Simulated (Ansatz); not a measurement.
Geometry optimisation, RKS PBE-D4/def2-SVP (Ansatz).

Input:

```yaml
crystal:
  periodic: [false, false, false]
  atoms:
    - { symbol: B, position_ang: [0.0, 0.0, 0.0] }
    - { symbol: O, position_ang: [0.0, 0.0, 1.76] }
    - { symbol: H, position_ang: [-0.9095, -0.2814, 2.0971] }
    - { symbol: F, position_ang: [1.1431, 0.0, -0.66] }
    - { symbol: F, position_ang: [-1.1431, 0.0, -0.66] }
    - { symbol: Cl, position_ang: [0.0968, 2.0475, 0.6811] }
    - { symbol: H, position_ang: [0.0529, 1.1186, 1.6763] }
basis:
  gaussian: { orbitals: def2-SVP }
hamiltonian:
  xc: pbe
  dispersion: d4
relax:
  f_tol: 0.15
  max_steps: 25
  restrain:
    - { distance: [0, 5], at: 1.86, k: 30.0 }
    - { distance: [6, 1], at: 1.01, k: 30.0 }
    - { distance: [0, 1], at: 2.61, k: 30.0 }
    - { distance: [6, 5], at: 2.57, k: 30.0 }
```

Command:

```bash
$ ansatz run input.yaml --threads 2 --pin off --max-ram 3072MiB --backend cpu --events-out ev --progress --plain --runs-dir out
```

Question: Where does it end, and by what steps?

Answer: The run converged. The restraints hold the end off the free minimum. After 7 steps the energy has fallen by 1.981 eV (the restraints' own energy left out); B1 moved furthest, 0.64 Å. Parted: Cl6–H7 (1.36 → 2.57 Å).

| step | energy less start (eV) | largest force component (eV/Å) | accepted |
| --- | --- | --- | --- |
| 0 | 0.0000 | 5.317 | yes |
| 1 | -0.9909 | 3.921 | yes |
| 2 | -1.4737 | 3.839 | yes |
| 3 | -1.8728 | 1.891 | yes |
| 4 | -1.7283 | 2.463 | yes |
| 5 | -1.7058 | 2.248 | no |
| 6 | -1.9813 | 0.926 | yes |
| 7 | -1.9812 | 0.867 | yes |

```xyz
7
Properties=species:S:1:pos:R:3
B 0.053 0.502 -0.398
O -0.011 -0.162 2.114
H -0.958 -0.371 2.230
F 1.169 -0.116 -0.724
F -1.128 -0.057 -0.614
Cl 0.113 2.266 0.081
H 0.002 0.824 2.206
```

Run time: 11 s on 2 threads of Arm Neoverse V2, with other jobs on the host, peak memory 0.14 GiB.
